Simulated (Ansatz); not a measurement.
Two structures of SnH6O3, singlet, reached by relaxing down either side of one saddle point (PBE0-D4/def2-TZVP). Energies are electronic, without zero-point energy. Computed with Ansatz 0.2.0 (basis: def2-TZVPP and def2-QZVPP); correlated methods freeze the cores. Filled d shells of the heavier atoms are correlated. Core potentials replace the inner electrons of the atoms past krypton. The def2 sets are not built for correlating such inner shells, so the correlated values are less sure here. Extrapolation: Hartree–Fock as exp(−7.88 √X), correlation as X^−2.97. First:

```
10
angstrom
Sn -0.6599 -0.8558 -0.8622
O 1.2042 -0.4156 -0.2979
H -0.4230 -2.1741 -1.9361
H -1.5574 -1.3347 0.4965
H -1.2398 0.5069 -1.6909
H 1.1310 0.5760 1.1371
O 0.6876 1.1828 1.7722
O -0.5396 1.3883 1.0753
H 1.8125 -1.1484 -0.4085
H -0.4156 2.2746 0.7146
```

Second:

```xyz
10
angstrom
Sn -1.0783 -0.4517 -0.4763
O 1.8966 -1.0572 -0.0484
H -0.3964 -0.4479 -2.0270
H -1.0863 -1.9397 0.3434
H -2.6150 0.2976 -0.4454
H 1.6453 -0.2126 0.3580
O 0.0235 0.7702 0.7039
O -0.1106 2.0728 0.1085
H 2.2617 -1.5899 0.6609
H -0.5404 2.5585 0.8226
```

(1) Which bonds change from the first to the second?

(2) Give the saddle point's structure and its height above each. (Judge from chemistry; the value comes from the calculation.)

No T1 diagnostic of these runs exceeds 0.015.

Answers

(1) SnH₄O ([OH][SnH3]) + H₂O₂ ([OH][OH]) → SnH₄O₂ ([OH][O][SnH3]) + H₂O; bonds formed: Sn1–O7, O2–H6; bonds broken: Sn1–O2, H6–O7.

(2) The calculation gives: 0.840 eV above the first and 0.737 eV above the second (CCSD(T) at an estimated basis limit (MP2 extrapolated from triple and quadruple zeta, plus CCSD(T) − MP2 in triple zeta)).
```
atom    x (Å)    y (Å)    z (Å)
 Sn1  -0.7206  -0.7202  -0.5908
  O2   1.4664  -0.5267  -0.3266
  H3  -0.3587  -1.7625  -1.9166
  H4  -1.3870  -1.6789   0.6551
  H5  -1.6066   0.6042  -1.1916
  H6   1.1152   0.1678   0.4788
  O7   0.0440   0.6930   1.0126
  O8  -0.0415   2.0506   0.5766
  H9   1.9823  -1.2785  -0.0246
 H10  -0.4934   2.4511   1.3273
```

Labels in which every atom is bracketed show which atoms are joined, not bond orders.

For scale, one of the runs: CCSD(T)/def2-TZVPP, 227 basis functions, launched by `ansatz run in.yaml --threads 8 --pin off --events-out ev --progress --plain --max-ram 19148MiB`. The run took 100 s on 8 CPU threads of an Arm Neoverse V1 (shared host), with 4.5 GiB of host memory at its peak.
